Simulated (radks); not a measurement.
Question: The table gives one normalised radial function P(r) = r R(r) of Sm6+ in [Kr] 4d10 4f4 5s2 5p4 (r in bohr). Method: non-relativistic Kohn-Sham, TPSS, spin-polarised, spherical densities, point nucleus; open shells are filled with parallel spins first (spin-orbit coupling, left out, can overturn this in heavy ions); meta-GGA in the generalised Kohn-Sham scheme; relativity is left out, which matters for an element this heavy; computed with a radial shooting solver on a logarithmic mesh with Libxc functionals.

r           P
0.001845   0.0000
0.002797   0.0001
0.004207   0.0003
0.006377   0.0010
0.009589   0.0032
0.01454    0.0100
0.02204    0.0299
0.03314    0.0817
0.05023    0.2040
0.07554    0.4263
0.1145     0.7025
0.1722     0.7482
0.261      0.1676
0.3957    -0.8803
0.595     -1.3754
0.902     -0.8921
1.356     -0.2694
2.056     -0.0296
3.092     -0.0008
4.687     0.0000

Which n and l does it have? It may be an empty orbital.

Answer: n = 4, l = 2: the number of nodes gives n - l - 1 = 1, the rise at small r (about r^(l+1)) gives l, and the extent must fit the shell. The curve is that of 4d up; the table hardly tells the two spins apart. 4d up: eigenvalue -219.43 eV, 1 radial node at r = 0.280 bohr, <r> = 0.661 bohr, 90 % of the charge inside 0.988 bohr.
